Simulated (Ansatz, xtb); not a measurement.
## A geometry optimisation of ClFGeH5OSi+ with r2SCAN-D4/def2-SVP

The starting geometry of this gas-phase singlet has its atoms placed at random.

```yaml
atoms:
  - { symbol: Cl, position_ang: [0.6368, -1.8577, 0.6636] }
  - { symbol: F, position_ang: [-0.2432, 0.4776, -0.1289] }
  - { symbol: Ge, position_ang: [-1.5805, 0.3421, 0.5679] }
  - { symbol: O, position_ang: [-0.8902, -0.5491, -1.8291] }
  - { symbol: Si, position_ang: [2.1026, 0.5303, 1.0657] }
  - { symbol: H, position_ang: [-0.3713, 0.2894, 1.9609] }
  - { symbol: H, position_ang: [0.5487, 1.0585, 1.7821] }
  - { symbol: H, position_ang: [-0.3189, -0.3538, 0.5658] }
  - { symbol: H, position_ang: [1.0710, 1.5588, 0.7681] }
  - { symbol: H, position_ang: [0.5977, -2.0819, -1.0147] }
```

Task: One run relaxed it with r2SCAN-D4/def2-SVP. What is a likely outcome?

Result: It falls apart into FGeH4OSi + ClH (formulas without charges). Distances that change by over a tenth: Cl1–H10 (1.69 → 2.44 Å), F2–Ge3 (1.51 → 2.04 Å), Si5–H7 (1.79 → 2.12 Å), H6–H7 (1.21 → 0.79 Å). Contacts that open: F2–H8 (1.09 → 3.93 Å), Ge3–H6 (1.85 → 4.45 Å), Ge3–H8 (1.44 → 4.90 Å). Contacts that close: Cl1–H8 (1.78 → 1.30 Å), F2–Si5 (2.63 → 1.81 Å), Ge3–O4 (2.65 → 1.72 Å), O4–H10 (2.29 → 0.97 Å).

The energy falls by 17.99 eV over 79 steps:

```json
{"step": "1", "E − E(last) (eV)": "17.994"}
{"step": "10", "E − E(last) (eV)": "2.233"}
{"step": "18", "E − E(last) (eV)": "0.769"}
{"step": "27", "E − E(last) (eV)": "0.321"}
{"step": "36", "E − E(last) (eV)": "0.183"}
{"step": "44", "E − E(last) (eV)": "0.118"}
{"step": "53", "E − E(last) (eV)": "0.114"}
{"step": "62", "E − E(last) (eV)": "0.107"}
{"step": "70", "E − E(last) (eV)": "0.039"}
{"step": "79", "E − E(last) (eV)": "0.000"}
```

Final geometry (Å):

```xyz
10

Cl    1.1667   -2.2124   -0.0059
F    -0.6754    0.4116    0.8361
Ge   -2.2663    0.3596   -0.4388
O    -1.6899   -1.0171   -1.2951
Si    0.8239    0.1683    1.8197
H     0.5014    1.9502    2.6640
H     0.7853    2.2836    2.0100
H     2.1076   -1.8262   -0.8087
H     1.6913    0.8535    0.7673
H    -0.8918   -1.5569   -1.1470
```

From the same start GFN2-xTB ends elsewhere, in pieces: ClFGeH3OSi + H2.

From so rough a start the end depends on the optimiser's path, so another program may land elsewhere. The end wasn't checked by frequencies. Run with Ansatz 0.2.0, 2.9 min on 2 threads of Intel(R) Xeon(R) 6975P-C (Granite Rapids), with other jobs on the host.
